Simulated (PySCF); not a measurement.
**Question.** What does the PBE0-D3(BJ)/def2-SVP structure of `ClC[SiH]([SiH3])[SiH3]` look like in three dimensions?

**Answer.** 
```xyz
14
CH9ClSi3 angstrom
Si    -1.883    0.941    0.160
Si     0.084   -0.056   -0.639
Si     1.956    0.966    0.343
C      0.038   -1.898   -0.157
Cl    -1.512   -2.624   -0.689
H     -3.072    0.561   -0.657
H     -1.740    2.431    0.143
H     -2.087    0.503    1.576
H      0.170    0.049   -2.129
H      1.825    0.921    1.833
H      2.042    2.395   -0.088
H      3.222    0.267   -0.043
H      0.855   -2.465   -0.626
H      0.111   -2.028    0.933
```

Any rigid rotation of these coordinates is as good. Atoms count from 1 in this order. Si1 (SiH3 silicon) is tetrahedral (angles from 108.2° to 111.9°). Si2 (SiH silicon) is tetrahedral (angles from 107.7° to 110.9°).

Bonds between heavy atoms (Å): Si1–Si2 2.346, Si2–Si3 2.348, Si2–C4 1.904, C4–Cl5 1.793.

Theory: PySCF, PBE0-D3(BJ)/def2-SVP geometry optimisation, gas phase.

Point group: C1 (no symmetry element, even within 0.4 Å). Not checked by PBE0-D3(BJ)/def2-SVP frequencies. One conformer, not necessarily the lowest (Si1–Si2–C4–Cl5 52°).

On Arm Neoverse V2, one thread, on a shared host, this took 73 s of wall time. These figures are those of the optimisation.
